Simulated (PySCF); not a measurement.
Compound: 4-bromobenzonitrile, C7H4BrN.
SMILES: `C(#N)c1ccc(Br)cc1`

The calculation used PBE0-D3(BJ)/def2-SVP geometry optimisation, gas phase in PySCF 2.14.0.

Take the most abundant isotopes and a rigid rotor. 

Q: Give the principal moments of inertia and the rotational constants in cm⁻¹.

A: Ia = 89.48, Ib = 1079.89, Ic = 1169.37 u·Å²; 505379 MHz·u·Å²/I gives 5648, 468.0 and 432.2 MHz, that is A = 0.18840, B = 0.01561, C = 0.01442 cm⁻¹.

Q: Classify the top.

A: A near-prolate asymmetric top: κ = (2 × 468.0 − 5648 − 432.2)/(5648 − 432.2) = -0.99.

Q: What does the inertial defect say?

A: Planar: Δ = Ic − Ia − Ib = 0.00 u·Å². For a rigid frame Δ = −2 Σ m c², so it vanishes when all atoms lie in the ab plane; here none is more than 0.01 Å from it.

Q: Give the coordinates in the principal-axis frame, origin at the centre of mass.

A: The sense of each axis is arbitrary; atoms in the order of the calculation.
| atom | mass (u) | a (Å) | b (Å) | c (Å) |
| --- | --- | --- | --- | --- |
| N1 | 14.003 | 4.915 | 0.000 | 0.000 |
| C2 | 12.000 | 3.756 | 0.000 | 0.000 |
| C3 | 12.000 | 2.324 | 0.000 | 0.000 |
| C4 | 12.000 | 1.620 | 1.213 | 0.000 |
| C5 | 12.000 | 0.231 | 1.215 | 0.000 |
| C6 | 12.000 | -0.456 | 0.000 | 0.000 |
| Br7 | 78.918 | -2.337 | 0.000 | 0.000 |
| C8 | 12.000 | 0.231 | -1.215 | 0.000 |
| C9 | 12.000 | 1.620 | -1.213 | 0.000 |
| H10 | 1.008 | 2.168 | 2.157 | 0.000 |
| H11 | 1.008 | -0.321 | 2.156 | 0.000 |
| H12 | 1.008 | -0.321 | -2.156 | 0.000 |
| H13 | 1.008 | 2.168 | -2.157 | 0.000 |

Q: Which lines would a microwave search look for?

A: The dipole components are |μa| = 3.10 D, |μb| = 0.00 D, |μc| = 0.00 D; the symmetry axis of this C2v structure is a, so μb and μc vanish by symmetry and there are no b-type or c-type lines. Some lines, for components of 0.1 D or more:

```csv
type,branch,"J(Ka,Kc)",MHz,lower level (cm⁻¹)
a,R,"1(0,1) ← 0(0,0)",900,0.000
a,R,"2(1,2) ← 1(1,1)",1765,0.203
a,R,"2(0,2) ← 1(0,1)",1800,0.030
a,R,"2(1,1) ← 1(1,0)",1836,0.204
```

Q: Estimate the classical rotational partition function at 50 K, 100 K and 298.15 K.

A: Point group C2v, symmetry number σ = 2; q = (√π/σ)·√((kT/h)³/(ABC)), k/h = 20836.6 MHz/K: 27900 at 50 K, 78900 at 100 K, 406000 at 298.15 K.

Not checked by PBE0-D3(BJ)/def2-SVP frequencies. Zero-point vibration and centrifugal distortion are left out. Quadrupole hyperfine structure (14N, 79Br) is left out.
